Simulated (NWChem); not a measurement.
## Polarisability of H2Ge

```xyz
3

Ge     0.0000     0.0000     0.0664
H     -1.1425     0.0000    -1.0616
H      1.1425     0.0000    -1.0616
```
Charge 0, spin multiplicity 1.

Everything below was run with NWChem. The geometry was optimised at B3LYP/def2-SVP, a minimum by its harmonic frequencies.

Basis set: def2-SVPD. Static limit.

The Hamiltonian is non-relativistic. B3LYP has NWChem's definition, with VWN1-RPA local correlation. The structure started from a generated list of species.

**Question.** One of these methods gave an isotropic polarisability of 37.47 bohr³. Which?
A) PBE
B) BHandHLYP
C) B3LYP

**Answer.** C, B3LYP. The others give 37.06 (BHandHLYP), 38.03 (PBE).
